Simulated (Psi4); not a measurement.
C2F4 (SMILES FC(F)=C(F)F), singlet, geometry from GFN2-xTB; Psi4 1.11 with HF/STO-3G.

Psi4 was given this input:
```
memory 2 GB

molecule {
0 1
  C    -0.00105308    0.00248000    0.66437482
  C     0.00105308   -0.00248000   -0.66437482
  F     0.00273819    1.10118120    1.39657234
  F    -0.00717847   -1.09072435    1.40473865
  F     0.00717847    1.09072435   -1.40473865
  F    -0.00273819   -1.10118120   -1.39657234
}

set basis sto-3g
set scf_type pk

energy('scf')
print_variables()
```

Question: What does Psi4 print? Leave out banner, timings and long lists.

Answer: 
```
   => Loading Basis Set <=

    Name: STO-3G
    Role: ORBITAL
    Keyword: BASIS

         ---------------------------------------------------------
                                   SCF
               by Justin Turney, Rob Parrish, Andy Simmonett
                          and Daniel G. A. Smith
                              RHF Reference
         ---------------------------------------------------------

  ==> Geometry <==

    Molecular point group: ci
    Full point group: Ci

    Geometry (in Angstrom), charge = 0, multiplicity = 1:

       Center              X                  Y                   Z               Mass
    ------------   -----------------  -----------------  -----------------  -----------------
         C           -0.001053080000     0.002480000000     0.664374820000    12.000000000000
         C            0.001053080000    -0.002480000000    -0.664374820000    12.000000000000
         F            0.002738190000     1.101181200000     1.396572340000    18.998403162730
         F           -0.007178470000    -1.090724350000     1.404738650000    18.998403162730
         F            0.007178470000     1.090724350000    -1.404738650000    18.998403162730
         F           -0.002738190000    -1.101181200000    -1.396572340000    18.998403162730

  Running in ci symmetry.

  Rotational constants: A =      0.18468  B =      0.10557  C =      0.06717 [cm^-1]
  Rotational constants: A =   5536.57911  B =   3164.88784  C =   2013.75837 [MHz]
  Nuclear repulsion =  243.612854668461949

  Charge       = 0
  Multiplicity = 1
  Electrons    = 48
  Nalpha       = 24
  Nbeta        = 24

  ==> Algorithm <==

  SCF Algorithm Type is PK.
  DIIS enabled.
  MOM disabled.
  Fractional occupation disabled.
  Guess Type is SAD.
  Energy threshold   = 1.00e-06
  Density threshold  = 1.00e-06
  Integral threshold = 1.00e-12

  ==> Primary Basis <==

  Basis Set: STO-3G
    Blend: STO-3G
    Number of shells: 18
    Number of basis functions: 30
    Number of Cartesian functions: 30
    Spherical Harmonics?: true
    Max angular momentum: 1

  ==> Integral Setup <==

  Using in-core PK algorithm.
   Calculation information:
      Number of atoms:                   6
      Number of AO shells:              18
      Number of primitives:             54
      Number of atomic orbitals:        30
      Number of basis functions:        30

      Integral cutoff                 1.00e-12
      Number of threads:                 1

  Performing in-core PK
[...]
    Total      30      30
   -------------------------

  ==> Iterations <==

                        Total Energy        Delta E     RMS |[F,P]|

   @RHF iter SAD:  -464.65716671163398   -4.64657e+02   0.00000e+00
   @RHF iter   1:  -466.71700854037363   -2.05984e+00   2.33347e-02 ADIIS/DIIS
   @RHF iter   2:  -466.88447729937883   -1.67469e-01   7.04936e-03 ADIIS/DIIS
   @RHF iter   3:  -466.89969138064765   -1.52141e-02   1.58800e-03 ADIIS/DIIS
   @RHF iter   4:  -466.90119228392643   -1.50090e-03   1.97683e-04 ADIIS/DIIS
   @RHF iter   5:  -466.90121905949132   -2.67756e-05   3.50764e-05 DIIS
   @RHF iter   6:  -466.90121960457191   -5.45081e-07   3.33339e-06 DIIS
   @RHF iter   7:  -466.90121961112220   -6.55029e-09   5.78933e-07 DIIS
  Energy and wave function converged.

  ==> Post-Iterations <==

    Orbital Energies [Eh]
    ---------------------

    Doubly Occupied:

[...]
    Virtual:

[...]
    Final Occupation by Irrep:
             Ag    Au
    DOCC [    12,   12 ]
    NA   [    12,   12 ]
    NB   [    12,   12 ]

  @RHF Final Energy:  -466.90121961112220

   => Energetics <=

    Nuclear Repulsion Energy =            243.6128546684619494
    One-Electron Energy =               -1138.9684308949949809
    Two-Electron Energy =                 428.4543566154108021
    Total Energy =                       -466.9012196111222011

Computation Completed

Properties will be evaluated at   0.000000,   0.000000,   0.000000 [a0]

Properties computed using the SCF density matrix

 Multipole Moments:

 ------------------------------------------------------------------------------------
     Multipole            Electronic (a.u.)      Nuclear  (a.u.)        Total (a.u.)
 ------------------------------------------------------------------------------------

 L = 1.  Multiply by 2.5417464519 to convert [e a0] to [Debye]
 Dipole X            :          0.0000000            0.0000000            0.0000000
 Dipole Y            :          0.0000000            0.0000000            0.0000000
 Dipole Z            :          0.0000000           -0.0000000           -0.0000000
 Magnitude           :                                                    0.0000000

 ------------------------------------------------------------------------------------

  Variable Map:
  ----------------------------------------------------------------------------
[...]
  Array Variable Map:
  ----------------------------------------------------------------------------
[...]
[...]
```
